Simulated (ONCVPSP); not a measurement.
# Pseudopotential generation for Au: ONCV, PBE, fully relativistic.

| Property | Result |
| --- | --- |
| Element | Au (Z = 79) |
| Generator | ONCVPSP 4.0.1 |
| Type | optimised norm-conserving Vanderbilt (ONCV) |
| Functional | PBE |
| Relativity | fully relativistic |
| Frozen core | [Xe] 4f14 |
| Valence charge | 11 |
| Reference configuration | 5d10 6s0.5 (charge +0.5) |
| Partial waves | 6s: rc 2.40 bohr, ncon 4, nbas 8, qcut 2.9 1/bohr, 2 projectors, debl 3.4 Ha; p scattering state at 0.4 Ha: rc 2.10 bohr, ncon 4, nbas 7, qcut 3.1 1/bohr, 2 projectors, debl 3.7 Ha; 5d: rc 1.45 bohr, ncon 3, nbas 8, qcut 7.1 1/bohr, 2 projectors, debl 1 Ha; f scattering state at 0.09 Ha: rc 2.35 bohr, ncon 4, nbas 8, qcut 4.8 1/bohr, 3 projectors, debl 0.3 Ha |
| Local potential | polynomial inside 1.20 bohr (lpopt 4, dvloc0 0 Ha) |
| Core correction | Teter function, fcfact 5.75, rcfact 1.45 |

Open shells are filled in proportion to 2j + 1.

Poles of the logarithmic derivatives, all-electron (AE) and pseudo (PS). s: poles at 0.9 (AE) and -1.0, 0.9 (PS) Ha. p3/2: poles at 3.3 (AE) and 2.1, 3.4 (PS) Ha. p1/2: poles at 2.7 (AE) and 2.2, 2.9 (PS) Ha. d5/2: poles at 2.1 (AE) and 2.1 (PS) Ha. d3/2: poles at 1.9 (AE) and 1.9 (PS) Ha. f7/2: poles at 2.0 (AE) and 2.1 (PS) Ha. f5/2: poles at 2.0 (AE) and 2.0 (PS) Ha. Test radii: s 2.44, p3/2 2.14, p1/2 2.14, d5/2 1.47, d3/2 1.47, f7/2 2.38, f5/2 2.38 bohr.

- Cutoffs needed: 21 Ha and 24 Ha (the cutoffs (Ha) at which the residual kinetic energy of the hardest occupied pseudo-wave falls to 1 and 0.1 mHa per electron)
- Ghost test: ghosts flagged at negative energy: s at -27.7 eV; GHOST(+) flagged for f7/2 at 25.9 eV, f5/2 at 37.3 eV, p3/2 at 60.0 eV, p1/2 at 71.2 eV, f7/2 at 355.7 eV and 1 more; a true bound ghost makes a file unfit for plane-wave use
- Largest excitation error: -278 meV (all-electron minus pseudo) for 5d8 6s0, out of 4 test configurations
- rms error of d²Exc/dni dnj: 7.45 mHa without and 3.47 mHa with the model core
